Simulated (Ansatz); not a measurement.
Z-matrix (Å, degrees):
```
C
C 1 1.3468
H 2 1.0819 1 122.64
C 1 1.4846 2 116.88 3 180.00
C 4 1.3376 1 116.60 2 0.00
H 5 1.0822 4 122.12 1 180.00
H 4 1.0871 5 124.01 6 0.00
S 1 1.7498 2 123.27 3 0.00
H 8 1.3414 1 97.02 2 -180.00
Si 2 1.8513 3 130.53 1 -180.00
H 10 1.4885 2 114.53 3 -62.79
H 10 1.4885 11 108.01 5 126.31
```
Charge 0, multiplicity 1.

All values below come from frozen-core CCSD(T)/cc-pVTZ // PBE0-D3(BJ)/def2-TZVP in Ansatz (a program for electronic structure). The restricted HF reference is unstable towards unrestricted orbitals.

```yaml
HF energy: -841.47199 Ha
MP2 correlation energy: -0.92669 Ha
```

**Question.** Estimate the CCSD correlation energy, the (T) correction, the total energy and the T1 diagnostic.

**Answer.** 
```json
{
  "CCSD correlation energy": "-0.97582 Ha",
  "(T) correction": "-0.05044 Ha",
  "CCSD(T) total energy": "-842.49825 Ha",
  "T1 diagnostic": "0.013"
}
```
